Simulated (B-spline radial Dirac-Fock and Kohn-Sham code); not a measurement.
**Auger decay of the 2p1/2 hole in Fe²⁺**

System: iron as Fe²⁺ in the configuration [Ar] 3d6.

The run's input, task.json:

```json
{"items": [{
  "Z": 26,
  "q": 2,
  "cfg": [[1, 0, 2], [2, 0, 2], [2, 1, 6], [3, 0, 2], [3, 1, 6], [3, 2, 6]],
  "A": 56,
  "rrms": 3.7377,
  "do": ["binding", "quiet", "decay"],
  "holes": ["K", "L1", "L2", "L3", "M1", "M2", "M3"]
}]}
```

Launch: `python xray_run.py task.json out`

The computed values come from a radial atomic solver: independent-particle radiative and Coulomb Auger rates from relativistic LDA hole-state orbitals, with Dirac-Fock energies. Kinetic energies are configuration averages from the vacuum level; the two-hole energies are estimated from single-hole states.

```
transition  kinetic energy (eV)  width (meV)  share (%)
   L2-M1M1                473.0         2.31        0.6
   L2-M1M2                515.7         43.1       10.3
   L2-M1M3                517.2         3.31        0.8
   L2-M2M2                551.6         36.7        8.8
   L2-M2M3                554.6          129       30.8
   L2-M3M3                555.7         3.60        0.9
   L2-M1M4                573.8         1.78        0.4
   L2-M1M5                574.0         2.77        0.7
   L2-M2M5                613.1         54.5       13.0
   L2-M2M4                614.0         27.8        6.7
   L2-M3M4                614.6         32.0        7.6
   L2-M3M5                615.3         4.80        1.1
   L2-M4M4                672.4         13.3        3.2
   L2-M4M5                672.5         60.8       14.5
   L2-M5M5                672.7         2.85        0.7
```

The listed channels hold 100 % of the non-radiative rate. Summed by principal shells, of 0.418 eV in all: LMM 100.0 %.
